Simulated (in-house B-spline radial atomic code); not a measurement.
Radial electron density of Si VIII (Si7+), [He] 2s2 2p3. Method: scalar-relativistic (X2C) LC-wPBE, spin-polarised, spherical fractional occupations, exact exchange averaged over the configuration, Fermi nucleus of rms radius 3.1224 fm. Calculated with an all-electron radial atomic-structure program (B-spline basis).

Columns: r (bohr), 4πr²n(r) (electrons per bohr), bar.

```
 0.00415   0.3779 #
 0.00483   0.4985 #
 0.00562   0.6553 ##
 0.00655   0.8612 ##
 0.00763    1.126 ###
 0.00888    1.464 ####
  0.0103    1.882 #####
   0.012    2.421 #######
   0.014    3.099 #########
  0.0163     3.92 ###########
   0.019    4.916 ##############
  0.0221    6.072 #################
  0.0258    7.433 #####################
    0.03    8.906 #########################
   0.035    10.51 #############################
  0.0407    12.09 ##################################
  0.0474    13.57 ######################################
  0.0552    14.79 #########################################
  0.0643    15.58 ###########################################
  0.0748    15.79 ############################################
  0.0872    15.32 ###########################################
   0.101    14.24 ########################################
   0.118    12.58 ###################################
   0.138    10.68 ##############################
    0.16    9.068 #########################
   0.187    7.945 ######################
   0.217    7.661 #####################
   0.253    8.153 #######################
   0.295    9.116 #########################
   0.343    9.991 ############################
     0.4    10.25 #############################
   0.465    9.557 ###########################
   0.542    7.921 ######################
   0.631    5.763 ################
   0.735    3.607 ##########
   0.855    1.918 #####
   0.996   0.8375 ##
    1.16   0.2941 #
    1.35  0.08064 
    1.57  0.01665 
    1.83 0.002402
```

On this grid the curve has 2 maxima, near 0.0748, 0.4 bohr.

The 2s down radial function P(r) = rR(r), positive near the nucleus:

```json
{"r (bohr)": "0.00143", "P": "0.04449"}
{"r (bohr)": "0.00194", "P": "0.0594"}
{"r (bohr)": "0.00263", "P": "0.07907"}
{"r (bohr)": "0.00356", "P": "0.1048"}
{"r (bohr)": "0.00483", "P": "0.1386"}
{"r (bohr)": "0.00655", "P": "0.182"}
{"r (bohr)": "0.00888", "P": "0.2371"}
{"r (bohr)": "0.012", "P": "0.3045"}
{"r (bohr)": "0.0163", "P": "0.3863"}
{"r (bohr)": "0.0221", "P": "0.4782"}
{"r (bohr)": "0.03", "P": "0.5731"}
{"r (bohr)": "0.0407", "P": "0.6538"}
{"r (bohr)": "0.0552", "P": "0.6922"}
{"r (bohr)": "0.0748", "P": "0.6479"}
{"r (bohr)": "0.101", "P": "0.4772"}
{"r (bohr)": "0.138", "P": "0.13"}
{"r (bohr)": "0.187", "P": "-0.3621"}
{"r (bohr)": "0.253", "P": "-0.9074"}
{"r (bohr)": "0.343", "P": "-1.334"}
{"r (bohr)": "0.465", "P": "-1.442"}
{"r (bohr)": "0.631", "P": "-1.169"}
{"r (bohr)": "0.855", "P": "-0.6856"}
{"r (bohr)": "1.16", "P": "-0.2683"}
{"r (bohr)": "1.57", "P": "-0.06259"}
```
